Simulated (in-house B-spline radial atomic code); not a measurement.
A radial electron density 4πr²n(r) was computed for an atom or ion in its tabulated ground configuration with an all-electron radial atomic-structure program (B-spline basis); method: non-relativistic Hartree-Fock, average of configuration. Columns: r (bohr), 4πr²n(r) (electrons per bohr), bar.

```
 0.00285   0.4864 #
  0.0034   0.6771 #
 0.00405   0.9362 ##
 0.00482    1.286 ##
 0.00574    1.758 ###
 0.00684    2.389 ####
 0.00815    3.218 ######
 0.00971    4.293 ########
  0.0116    5.682 ##########
  0.0138    7.366 #############
  0.0164     9.38 #################
  0.0195    11.72 #####################
  0.0233     14.4 ##########################
  0.0277     17.1 ###############################
   0.033     19.7 ####################################
  0.0393    21.84 ########################################
  0.0468    23.17 ##########################################
  0.0557    23.41 ###########################################
  0.0664    22.47 #########################################
  0.0791    20.59 ######################################
  0.0942     18.4 ##################################
   0.112     16.8 ###############################
   0.134    16.61 ##############################
   0.159    18.14 #################################
    0.19    20.92 ######################################
   0.226    23.43 ###########################################
   0.269    24.12 ############################################
    0.32    21.98 ########################################
   0.381    17.31 ################################
   0.454    11.65 #####################
   0.541    7.042 #############
   0.644    4.624 ########
   0.768    4.011 #######
   0.914     3.93 #######
    1.09    3.344 ######
     1.3    2.193 ####
    1.54    1.088 ##
    1.84   0.3657 #
    2.19  0.08411 
    2.61  0.01198 
    3.11 0.0009888 
     3.7 4.433e-05
```

(1) Which atom or ion is it?
A. Ca6+
B. Ca7+
C. K7+
D. Sc7+

Results:

(1) B. The area under the curve, ∫4πr²n dr = ∫r·4πr²n d(ln r) on this logarithmic grid, is 13 electrons, which only this option has. The configuration is [Ne] 3s2 3p1.
